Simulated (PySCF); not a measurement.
Electron correlation in Ar⁺ (argon, charge +1)

[Ne] 3s2 3p5, 2P determinant. Computed with PySCF 2.14 in aug-cc-pVDZ-DK (5s4p2d, 27 functions), with the spin-free X2C one-electron Hamiltonian (Gaussian nucleus). Frozen: [Ne]; 7 electrons correlated.

```tsv
level	correlation energy (mhartree)
CCSD	-135.91
(T)	-1.71
CCSD(T)	-137.62
CCSDT	-137.88
```

Diagnostics: T1 = 0.0053, D1 = 0.0182, largest double amplitude 0.043.

Cost of the coupled-cluster step: about 0.11 core-seconds, for 7 correlated electrons.

Iterations:

```
CC2 = 0
CCSD nocc = (np.int64(4), np.int64(3)), nmo = (22, 22)
frozen orbitals [[0, 1, 2, 3, 4], [0, 1, 2, 3, 4]]
max_cycle = 100
direct = 0
conv_tol = 1e-08
conv_tol_normt = 1e-06
diis_space = 8
diis_start_cycle = 0
Init t2, MP2 energy = -0.118567540432765
Init E_corr(UCCSD) = -0.118567540436295
cycle = 1  E_corr(UCCSD) = -0.132510688225027  dE = -0.0139431478  norm(t1,t2) = 0.0302921
cycle = 2  E_corr(UCCSD) = -0.134912026240754  dE = -0.00240133802  norm(t1,t2) = 0.00935264
cycle = 3  E_corr(UCCSD) = -0.13592939390275  dE = -0.00101736766  norm(t1,t2) = 0.00357246
cycle = 4  E_corr(UCCSD) = -0.135906047477966  dE = 2.33464248e-05  norm(t1,t2) = 0.000391513
cycle = 5  E_corr(UCCSD) = -0.13590772104951  dE = -1.67357154e-06  norm(t1,t2) = 9.78217e-05
cycle = 6  E_corr(UCCSD) = -0.135908238177609  dE = -5.171281e-07  norm(t1,t2) = 2.52538e-05
cycle = 7  E_corr(UCCSD) = -0.135908099632584  dE = 1.38545026e-07  norm(t1,t2) = 6.49853e-06
cycle = 8  E_corr(UCCSD) = -0.135908113447954  dE = -1.38153706e-08  norm(t1,t2) = 1.28902e-06
cycle = 9  E_corr(UCCSD) = -0.135908108019583  dE = 5.42837145e-09  norm(t1,t2) = 1.94159e-07
UCCSD converged
E(UCCSD) = -528.2041399256458  E_corr = -0.1359081080195828
UCCSD(T) correction = -0.00171116949679485
```
